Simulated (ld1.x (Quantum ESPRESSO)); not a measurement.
## Transferability test, PAW potential for iridium

* Element: iridium
* Generator: ld1.x (Quantum ESPRESSO) 7.5
* Type: PAW
* Functional: LDA (PZ)
* Relativity: fully relativistic
* Frozen core: [Kr] 4d10 4f14
* Valence charge: 17
* Reference configuration: 5s2 5p6 5d7 6s2 6p0
* Partial waves: 5s (bound): rcut 1.65, rcutus 2.00 bohr; 6s (bound): rcut 1.65, rcutus 2.00 bohr; 5p (bound): rcut 1.75, rcutus 2.30 bohr; 6p (bound, empty): rcut 1.75, rcutus 2.30 bohr; 5d (bound): rcut 1.20, rcutus 1.65 bohr; 5d channel at 2.2 Ry: rcut 1.20, rcutus 1.65 bohr; 5f channel at 0.15 Ry: rc 2.05 bohr
* Local potential: the f channel
* Core correction: Bessel-smoothed model core inside 1.10 bohr
* Augmentation charge: PSQ, inside the norm-conserving radii

Open shells are filled in proportion to 2j + 1 (rel_dist='average').

Energies are relative to the spin-unpolarised reference configuration 5s2 5p6 5d7 6s2 6p0; without spin polarisation the order of configurations can differ from experiment. Not all tests gave a result: test run stopped at test 4 of 7 (negative rho). The f channel is local and has no spin–orbit splitting in the pseudo-atom. The frozen-core shift is the all-electron ΔE with the core orbitals held at their reference shape minus the fully relaxed ΔE.

| valence configuration | charge | ΔE all-electron (eV) | error AE − PS (meV) | frozen-core shift (meV) |
| --- | --- | --- | --- | --- |
| 5s2 5p6 5d7 6s1 6p0 | +1 | 10.192 | +0.9 | 0.0 |
| 5s2 5p6 5d7 6s0 6p0 | +2 | 28.044 | +1.8 | +0.2 |
| 5s2 5p6 5d6 6s0 6p0 | +3 | 58.882 | -3.9 | +4.8 |

The ghost test of this file was not conclusive.
